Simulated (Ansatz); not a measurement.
C$_{2}$H$_{10}$Si$_{2}$ (`C[SiH](C)[SiH3]`). The species carries charge 0 and has multiplicity 1.

```xyz
14

C    -0.565   -0.171   -1.770
Si    0.431    0.270   -0.241
C     1.331   -1.236    0.427
Si   -0.975    1.167    1.406
H    -1.072    0.706   -2.177
H     0.086   -0.578   -2.548
H    -1.323   -0.922   -1.536
H     1.435    1.316   -0.600
H     1.999   -1.652   -0.331
H     1.932   -0.981    1.303
H     0.623   -2.015    0.719
H    -0.210    1.537    2.630
H    -2.014    0.173    1.804
H    -1.678    2.385    0.914
```

Q: List the harmonic frequencies (cm⁻¹, unscaled) at PBE0-D4/def2-TZVP in Ansatz. (An estimate is asked.)

A: Ansatz gave: 95, 128, 151, 158, 177, 205, 410, 471, 489, 617, 657, 702, 711, 767, 842, 864, 895, 911, 939, 941, 1271, 1278, 1445, 1447, 1454, 1458, 2181, 2200, 2210, 2213, 3048, 3048, 3130, 3131, 3137, 3138.

Q: Is this a minimum?

A: Yes, all 36 modes are real.

Q: Give the ideal-gas thermochemistry at 298.15 K and 1 bar (rigid rotor, harmonic oscillator; point group Cs, symmetry number 1).

A: Zero-point energy 280.7 kJ/mol; H(298) − E = 305.3 kJ/mol; entropy 365.9 J/(mol·K), of which translation 165.0, rotation 112.4, vibration 88.4; G(298) − E = 196.2 kJ/mol. Modes under 100 cm⁻¹ are hindered rotations or soft bends, so the harmonic entropy is rough.

Q: And at 400, 500, 600, 800 and 1000 K?

A: 
| T (K) | H − E (kJ/mol) | S (J/mol/K) | G − E (kJ/mol) |
| --- | --- | --- | --- |
| 400 | 320.1 | 408.4 | 156.7 |
| 500 | 337.2 | 446.4 | 113.9 |
| 600 | 356.3 | 481.3 | 67.5 |
| 800 | 399.5 | 543.2 | -35.1 |
| 1000 | 447.7 | 596.9 | -149.2 |
